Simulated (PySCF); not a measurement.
Deuteron quadrupole couplings in `C#C[Si@H]([SiH3])C(C)C`

Compound: C5H12Si2.
Geometry (GFN2-xTB, Å), atoms numbered from 1 in this order:
```xyz
19
C5H12Si2 angstrom
C      0.1189    3.2574    1.2522
C      0.3590    2.0891    1.0963
Si     0.7309    0.2936    0.8045
Si     2.2641    0.0323   -0.9144
C     -0.9612   -0.5209    0.3962
C     -0.8388   -2.0396    0.3279
C     -1.5299    0.0226   -0.9111
H     -0.0950    4.2782    1.3967
H      1.1628   -0.2269    2.1191
H      2.1384    1.0675   -1.9440
H      2.1227   -1.2552   -1.6071
H      3.6410    0.0865   -0.4172
H     -1.6710   -0.2768    1.1943
H     -0.1597   -2.3358   -0.4704
H     -0.4618   -2.4424    1.2661
H     -1.8083   -2.4961    0.1291
H     -2.5028   -0.4210   -1.1228
H     -0.8670   -0.2058   -1.7453
H     -1.6521    1.1026   -0.8575
```

Level: PBE0/pcSseg-1 (PySCF, non-relativistic); Q(2H) = 0.00286 b; rigid geometry, the same for H and D, with no vibrational averaging.

Question: Rank these positions by the coupling χzz of a deuteron there, largest first.
A. H9 (Si–H hydrogen)
B. H13 (methine hydrogen)
C. H17 (methyl hydrogen)
D. H12 (Si–H hydrogen)
E. H8 (alkyne hydrogen)

Answer: E (260 kHz), C (209 kHz), B (202 kHz), D (110 kHz), A (103 kHz).

Q: What are Vzz, η and χzz (234.96 MHz × Q × Vzz) at all hydrogens?

A: 
```csv
atom,bonded to,bond length (Å),Vzz (au),η,χzz (kHz)
H8,C1,1.053,0.3865,0.00,260
H9,Si3,1.478,0.1533,0.01,103
H10,Si4,1.465,0.1637,0.01,110
H11,Si4,1.469,0.1613,0.00,108
H12,Si4,1.465,0.1639,0.00,110
H13,C5,1.096,0.3001,0.02,202
H14,C6,1.089,0.3108,0.02,209
H15,C6,1.088,0.3136,0.02,211
H16,C6,1.090,0.3118,0.02,210
H17,C7,1.090,0.3117,0.02,209
H18,C7,1.090,0.3115,0.03,209
H19,C7,1.088,0.3113,0.02,209
```

Q: Average by the element that carries the hydrogen.

A: on C: 215 kHz over 8 positions, mean bond length 1.086 Å; on Si: 108 kHz over 4 positions, mean bond length 1.469 Å.

Q: How does χzz go with the bond length over the 8 C–H bonds?

A: A straight-line fit has a slope of -13.7 kHz for each 0.01 Å, with a correlation coefficient of -1.00, over lengths from 1.053 to 1.096 Å. The longer bonds have the smaller couplings here.

One conformer (not necessarily the lowest) at the GFN2-xTB geometry, without solvent, vibrations or thermal averaging. GFN2-xTB bond lengths can be off by several hundredths of an ångström, more for odd bonds, and the gradients follow them. With a basis this small, the couplings can be 20 % off.
